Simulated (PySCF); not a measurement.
## Radial density of Dy⁺ (dysprosium, charge +1)

UHF, [Xe] 4f10 6s1, one real determinant. Computed with PySCF 2.14 in x2c-TZVPPall, with the spin-free X2C one-electron Hamiltonian (Gaussian nucleus).

```csv
r (bohr),4πr²ρ (e/bohr),4πr²(ρα − ρβ)
0.0253,78.07,0.0027
0.0426,95.27,0.0074
0.0716,116.1,0.0020
0.120,88.26,0.0652
0.203,101.4,0.8030
0.341,45.78,3.3730
0.573,51.46,5.1138
0.964,17.38,2.8436
1.62,6.983,0.4813
2.73,0.9944,0.2666
4.59,0.2239,0.2206
7.71,0.01407,0.0140
13.0,3.615e-05,0.0000
```

Densities and radii are taken from the X2C orbitals without a picture-change correction, which distorts them close to the nucleus.

⟨L²⟩ = 34.03 against 42 for a pure I term, so this real determinant mixes terms. Spin-orbit coupling, absent here, splits the open shell strongly.
